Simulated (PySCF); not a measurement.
Molecule: SMILES C[n+]1cccc(Cl)c1, [C₆H₇ClN]+.

Geometry (Å), atoms numbered from 1 in this order:
```xyz
15

C     2.1515   -0.0678    0.1147
N     0.7082   -0.0602    0.0207
C     0.0284   -1.2073   -0.0502
C    -1.3542   -1.2077   -0.1150
C    -2.0443   -0.0085   -0.1060
C    -1.3169    1.1847   -0.0333
Cl   -2.0910    2.7045   -0.0206
C     0.0709    1.1143    0.0288
H     2.5816    0.6643   -0.5681
H     2.5468   -1.0510   -0.1293
H     2.4593    0.1890    1.1302
H     0.5930   -2.1277   -0.0543
H    -1.8832   -2.1460   -0.1724
H    -3.1216    0.0141   -0.1540
H     0.6671    2.0134    0.0869
```

Total charge +1.

Frames of a GFN2-xTB Langevin trajectory at 600 K; GIAO PBE0/pcSseg-1 shieldings in PySCF 2.14, gas phase, non-relativistic; equivalent atoms averaged within each frame.

References, each an isolated molecule treated in the same way: $^{13}$C (186.93 ppm) and $^{1}$H (31.72 ppm) against TMS; NH3 for $^{15}$N (267.73 ppm); $^{35}$Cl (949.78 ppm) vs HCl. The references are static minima.

How do the shifts (ppm) fluctuate along the trajectory?

Answers


```csv
time (fs),C3,C5,C6,C8,C4,C1,N2,Cl7,H15,H14
optimised geometry,147.4,157.4,156.5,150.1,137.6,47.9,228.5,293,8.63,8.96
250,156.6,156.2,146.2,145.8,141.6,62.1,225.4,281,9.81,9.50
425,131.0,151.3,163.3,149.9,132.7,52.6,222.7,270,9.97,9.10
625,140.0,143.9,157.0,151.1,134.4,61.5,236.5,315,8.17,9.20
800,153.8,151.8,159.2,156.1,139.8,45.6,227.2,313,8.25,8.03
1000,172.3,163.4,161.1,155.1,146.4,52.9,240.5,371,9.76,10.09
mean of frames,150.7,153.3,157.3,151.6,139.0,55.0,230.5,310,9.19,9.18
standard deviation,15.9,7.2,6.6,4.2,5.6,6.9,7.7,39,0.90,0.75
```

5 frames give an uncertainty of the mean of about the standard deviation over 2.2 at best, since frames this close in time may not be independent; classical motion lacks zero-point vibration, and the reference would need the same averaging.
